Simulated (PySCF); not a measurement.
trans-(1R,2R)-1-chloro-2-fluorocyclopropane (C₃H₄ClF), SMILES C1[C@@H](Cl)[C@@H]1F.

Geometry optimised at PBE0-D3(BJ)/def2-SVP.

These are PySCF with B3LYP/def2-TZVP values and carry that method's errors.

Computed frontier levels, gap, dipole moment and polarisability:
```json
{
  "highest_occupied_level": "-7.76 eV",
  "lowest_empty_level": "0.21 eV",
  "orbital_gap": "7.96 eV",
  "dipole_moment": "1.18 D",
  "quadrupole, principal values (traceless, Buckingham form, about the centre of nuclear charge)": "-7.53, 2.52, 5.01 D·Å",
  "mean_static_polarisability": "46.2 bohr³ (6.84 Å³)",
  "polarisability_principal_values": "39.9, 42.1, 56.5 bohr³"
}
```
